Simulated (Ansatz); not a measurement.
O2Si, charge +1, doublet, geometry from GFN2-xTB (a state made from the parent by changing its charge; the spin is typed, not shown lowest); B3LYP/def2-TZVP (Ansatz, a first-principles code).

The Ansatz input:
Ansatz 0.2 input:
```yaml
crystal:
  periodic: [false, false, false]
  atoms:
    - {symbol: O, position_ang: [-1.48961561, 0.17688023, -0.04245102]}
    - {symbol: Si, position_ang: [-0.00491603, -0.05453814, 0.03992787]}
    - {symbol: O, position_ang: [1.49821866, -0.08143848, -0.02742276]}
basis:
  gaussian:
    orbitals: def2-TZVP
hamiltonian:
  xc: b3lyp
total_charge: 1
magnetization: {spin_polarized: true, initial_magnetization: 1}
accuracy: high
```

Question: What does Ansatz print? Leave out banner, timings and long lists.

Answer: 
```
Functional definition: B3LYP
1445 factors; integrals over basis functions are off by at most 5.4e-9 eV
mean field evaluation 1: about -11941.8077 eV, gradient 7.7e1 eV
mean field evaluation 2: about -11869.6326 eV, gradient 1.4e2 eV
mean field evaluation 4: about -11961.5485 eV, gradient 3.3e0 eV
mean field evaluation 8: about -11961.6834 eV, gradient 3.9e-1 eV
mean field evaluation 16: about -11961.6843 eV, gradient 2.0e-3 eV
mean field evaluation 32: about -11961.6843 eV, gradient 6.6e-7 eV
mean field -11961.68434692 eV, -439.5837918285 hartree, gradient 5.4e-9 eV, S^2 0.787629; 5 other end points of the search recorded, 0 dependent functions left out
reference -11961.68437638 eV, -439.5837929111 hartree; 15, 14 occupied and 84, 85 virtual orbitals, 1445 factors
Total energy: -11961.68437638 eV, -439.5837929111 hartree
```
